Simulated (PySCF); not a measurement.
**Two-component Hartree-Fock for As²⁸⁺ (arsenic, charge +28)**

Start: [He] 2s2 2p1; 2p3/2 filled at m_j = +3/2. Calculated with PySCF 2.14 in an uncontracted even-tempered set (17 s from 9.7 bohr⁻², ratio 2.4; 11 p from 13 bohr⁻², ratio 2.4; 5 d from 42 bohr⁻², ratio 2.6; 4 f from 63 bohr⁻², ratio 2.6): generalised Hartree-Fock with the X2C-1e Hamiltonian and a Gaussian nucleus; one run each with spin-orbit coupling (SO) screened by Boettger's factors, then bare. This is a chosen level, not necessarily the ground level.

```
spinor shell  electrons  ε, screened SO (eV)  ε, bare SO (eV)  weight of nominal j (bare SO)  rms radius, bare SO (bohr)
       1s1/2          2             -13916.0         -13916.1                          1.000                      0.0520
       2s1/2          2              -3155.7          -3155.7                          1.000                       0.204
       2p3/2          1              -3050.7          -3049.8                          1.000                       0.178
```

| quantity | screened SO | bare SO |
| --- | --- | --- |
| E (hartree) | -1442.13406 | -1442.10145 |
| M_J | 3/2 | 3/2 |
| ⟨J²⟩ | 3.750 | 3.750 |
| ⟨L²⟩ | 2.000 | 2.000 |
| ⟨S²⟩ | 0.750 | 0.750 |

Each row is a mean over spinors that exchange with the open shell spreads, by up to 26.171 eV (2s1/2).
